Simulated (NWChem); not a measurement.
Species: C$_{5}$H$_{5}$N; SMILES C(#C)C(N)C#C

```xyz
11

C      0.9675    -2.2286    -0.1564
C      0.3398    -1.2294     0.1082
C     -0.4194    -0.0104     0.4231
N     -1.7303    -0.0462    -0.2103
C      0.3802     1.1916     0.1076
C      0.9821     2.2077    -0.1602
H      1.5235    -3.1180    -0.3890
H     -0.5846    -0.0112     1.5173
H     -1.6151    -0.0376    -1.2228
H     -2.2405     0.8015     0.0317
H      1.5275     3.1024    -0.3987
```
Atoms are numbered in this order, from 1.

Results from NWChem. Pople sets run with spherical d functions. Structure relaxed at the PBE0/def2-SVP level.

Q: Taking PBE/6-311G** as the yardstick, which of these has the fewest basis functions while keeping “highest occupied level (eV)” within 0.2 eV of it: PBE/STO-3G; PBE/6-31G*; PBE/3-21G?

A: none of them.
```csv
level,basis functions,highest occupied level (eV),relative time (rough)
PBE/STO-3G,35,-2.80,1
PBE/3-21G,64,-5.10,1
PBE/6-31G*,94,-5.55,3
PBE/6-311G**,138,-5.83,10
```

The yardstick is one finite set, not the basis-set limit.
